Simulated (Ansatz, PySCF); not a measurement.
Dissociation curve of MgCl, doublet.

Methods: UKS-PBE = Ansatz (an electronic-structure program) with unrestricted PBE/cc-pVTZ; UKS-TPSSh = unrestricted TPSSh/cc-pVTZ (PySCF); UCCSD(T) = PySCF 2.14.0 with CCSD(T) on UHF/cc-pVTZ, 6 core orbitals frozen.

Energies relative to the lowest point of each curve near equilibrium, in eV; the last columns give the difference from UCCSD(T):

| R / Å | UKS-PBE | UKS-TPSSh | UCCSD(T) | UKS-PBE − UCCSD(T) | UKS-TPSSh − UCCSD(T) |
|---|---|---|---|---|---|
| 1.78 | 2.056 | 2.039 | 2.083 | -0.027 | -0.043 |
| 1.87 | 1.126 | 1.111 | 1.120 | 0.006 | -0.009 |
| 1.98 | 0.450 | 0.438 | 0.427 | 0.023 | 0.011 |
| 2.10 | 0.098 | 0.091 | 0.079 | 0.019 | 0.013 |
| 2.14 | 0.042 | 0.038 | 0.029 | 0.013 | 0.009 |
| 2.21 | 0.000 | 0.000 | 0.000 | 0.000 | 0.000 |
| 2.26 | 0.004 | 0.007 | 0.016 | -0.012 | -0.008 |
| 2.34 | 0.055 | 0.063 | 0.088 | -0.033 | -0.024 |
| 2.41 | 0.133 | 0.146 | 0.186 | -0.054 | -0.040 |
| 2.58 | 0.400 | 0.427 | 0.509 | -0.109 | -0.082 |
| 2.77 | 0.757 | 0.800 | 0.933 | -0.176 | -0.133 |
| 3.00 | 1.188 | 1.254 | 1.453 | -0.266 | -0.199 |
| 3.32 | 1.699 | 1.806 | 2.111 | -0.412 | -0.305 |

UKS-PBE is furthest from UCCSD(T) at 3.32 (-0.412 eV, below); its mean absolute difference over the points is 0.088 eV.

UKS-TPSSh is furthest from UCCSD(T) at 3.32 (-0.305 eV, below); its mean absolute difference over the points is 0.068 eV.

The scan ran from 1.78 to 8.83 Å; beyond the distances shown one of the unrestricted levels run for this scan, shown here or not, changes its spin distribution in one step.
